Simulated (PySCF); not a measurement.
# Vibration and rotation of RhF

M06-2X constants of RhF, ³Δ (triplet), unpaired electrons σ ↑, δ ↑ (Rh def2-TZVPP with ECP28, F def2-TZVPP; scalar-relativistic core potentials (PySCF 2.14); masses 102.9055 and 18.9984 u):

- ωe: 534.0 cm⁻¹
- ωexe: 2.24 cm⁻¹
- Be: 0.2736 cm⁻¹
- αe: 0.00174 cm⁻¹
- D (centrifugal): 2.87e-07 cm⁻¹
- De to Rh (4d8 5s1) + F: 3.94 eV

Question: Give the vibrational terms G(v) and spacings up to v = 6.

Answer: G(v) = ωe(v+½) − ωexe(v+½)².

| v | G(v) (cm⁻¹) | G(v) − G(v−1) | Bv (cm⁻¹) |
| --- | --- | --- | --- |
| 0 | 266.4 |  | 0.2727 |
| 1 | 796.0 | 529.5 | 0.2710 |
| 2 | 1321.0 | 525.0 | 0.2692 |
| 3 | 1841.6 | 520.6 | 0.2675 |
| 4 | 2357.6 | 516.1 | 0.2658 |
| 5 | 2869.2 | 511.6 | 0.2640 |
| 6 | 3376.4 | 507.1 | 0.2623 |

Question: How well does the Morse estimate ωe²/(4ωexe) reproduce De, and what is D0?

Answer: It gives 3.95 eV, 100 % of the computed De. D0 = De − G(0) = 3.94 − 0.03 = 3.91 eV.

The metal atom is held in its measured ground configuration; semilocal functionals can put another filling of s and d lower by some tenths of an eV, and De to that atom would be smaller. Spin–orbit coupling is left out, which matters for elements this heavy, above all for dissociation energies. With d or f electrons several states lie close, and the lowest PBE0 determinant need not be the measured ground state.
